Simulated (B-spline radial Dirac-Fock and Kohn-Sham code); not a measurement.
# K-line shifts caused by a second vacancy in Pd²⁺

System: the Pd²⁺ ion in the configuration 1s2 2s2 2p6 3s2 3p6 3d10 4s2 4p6 4d8, inside a Watson sphere of charge -2 and radius 3 Å (a model of the Madelung potential; inside it an electron's potential energy is raised by 9.6 eV).

Method: Dirac-Fock energy differences between relaxed states, corrected for Breit and QED terms. Computed with a radial atomic solver. Each two-hole energy is an average over J within one jj subconfiguration, not an observable level; in light atoms, where LS coupling holds, the j-resolved values are not observed lines, and for a K spectator the Kα1 hypersatellite is nearly forbidden. The model has no electron correlation.

Lines without a spectator: Kα2 (K-L2) 21018.2 eV, Kα1 (K-L3) 21175.3 eV, Kβ3 (K-M2) 23787.4 eV, Kβ1 (K-M3) 23815.5 eV. Shifts in eV with one spectator hole (a dash: not computed, or left out as unreliable):

```
spectator hole     Kα2     Kα1     Kβ3     Kβ1
        K (1s)  +520.7  +534.6  +662.4  +665.3
    L2 (2p1/2)   +56.2   +70.4       –  +150.4
    L3 (2p3/2)   +56.5   +56.2  +135.5       –
    M2 (3p1/2)       –   +7.64  +17.28  +21.14
    M3 (3p3/2)   +5.86       –  +18.28  +17.69
```

With n spectator holes in 2p, averaged over the 2p shell (energies in eV):

| n | KαLⁿ | step | hypersatellite KαʰLⁿ |
| --- | --- | --- | --- |
| 0 | 21122.9 | – | 21652.8 |
| 1 | 21182.9 | +60.1 | 21714.3 |
| 2 | 21244.2 | +61.3 | 21776.9 |
| 3 | 21306.7 | +62.5 | 21840.8 |
| 4 | 21370.4 | +63.7 | 21905.9 |
| 5 | 21435.4 | +65.0 | 21972.3 |
